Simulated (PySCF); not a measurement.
GeFCl2Br, SMILES [F][Ge]([Cl])([Cl])[Br]. The structure is a stationary point at PBE-D3(BJ)/def2-SVP.

Q: Give the equilibrium geometry at PBE-D3(BJ)/def2-SVP (PySCF confirms it by a frequency run) as Cartesian coordinates in Å, and its point group. (The exact figures need the calculation; the answer reports its results.)

A: point group Cs.
```xyz
5

F     -0.6620    -1.9509     0.0000
Ge    -0.4069    -0.2292     0.0000
Cl    -1.3406     0.5589     1.7598
Cl    -1.3406     0.5589    -1.7598
Br     1.8446     0.1683     0.0000
```
Charge 0, spin multiplicity 1.
